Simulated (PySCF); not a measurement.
# Bond length, frequency and bond energy of CdP⁺ by level of theory

State: ³Σ⁻ (triplet), unpaired electrons π ↑↑. Set-up: Cd def2-SVP with ECP28, P def2-SVP; scalar-relativistic core potentials (PySCF 2.14). De refers to Cd⁺ + P in their high-spin ground configurations, without counterpoise correction. The functionals are run spin-unrestricted. A positive dipole points towards P; it is taken about the centre of mass and depends on that origin.

| Level | Re (Å) | ωe (cm⁻¹) | De (eV) | μ (D) |
| --- | --- | --- | --- | --- |
| ROHF | 2.546 | 272 | 0.032 | -2.25 |
| ROHF-MP2 | 2.496 | 278 | 1.19 | n/a |
| ROHF-SCS-MP2 | 2.519 | 268 | 1.19 | n/a |
| ROHF-CCSD | 2.543 | 255 | 1.23 | n/a |
| ROHF-CCSD(T) | 2.548 | 251 | 1.39 | n/a |
| LDA | 2.446 | 278 | 2.56 | 0.13 |
| PBE | 2.511 | 256 | 2.05 | -0.12 |
| r²SCAN | 2.487 | 266 | 1.77 | -0.64 |
| TPSSh | 2.505 | 263 | 1.76 | -0.73 |
| PBE0 | 2.501 | 265 | 1.70 | -0.72 |
| M06 | 2.515 | 259 | 1.90 | -0.16 |
| HSE06 | 2.504 | 263 | 1.73 | -0.62 |

Q: Which functional lies closest to ROHF-CCSD(T) in De, which farthest, and by how much do they differ from it?

A: Closest is PBE0 (-4.7 pm in Re, +5.6 % in ωe, +0.31 eV in De against ROHF-CCSD(T) in the same basis), farthest LDA (-10.2 pm in Re, +10.8 % in ωe, +1.17 eV in De). CCSD(T) converges more slowly with the basis than the functionals do and binds too weakly in this one, so the order can change at the basis-set limit.

Q: What does the gradient correction do here, going from LDA to PBE?

A: PBE less LDA: +6.5 pm in Re, -7.9 % in ωe, -0.51 eV in De. The gradient correction favours the more uneven density of free atoms, so it tends to lengthen bonds and takes away much of the overbinding of LDA; so it does here.

Q: What does the triples do here, going from ROHF-CCSD to ROHF-CCSD(T)?

A: ROHF-CCSD(T) less ROHF-CCSD: +0.5 pm in Re, -1.6 % in ωe, +0.16 eV in De. Correlation nearly always deepens the well. The bond lengthens, as in strong covalent bonds, where excitations into antibonding orbitals dominate.

Correlated steps freeze 5 core orbitals. Correlated levels converge slowly with the basis: in double zeta they bind strong bonds too weakly, by up to about 1 eV, and carry superposition errors of some tenths. Spin–orbit coupling is left out. For an ion De counts to the pair picked by the measured ionisation energies or electron affinities, which need not be the lowest pair at this level. UHF is strongly spin-contaminated for CdP⁺, so the ROHF reference used there is far from stable. The state is the lowest determinant that a PBE0 search found; another state may lie lower at other levels.

The whole job (state search and all levels along the bond) took about 5.2 min on 1 thread of Arm Neoverse N1 (shared host), peak memory 0.6 GiB.
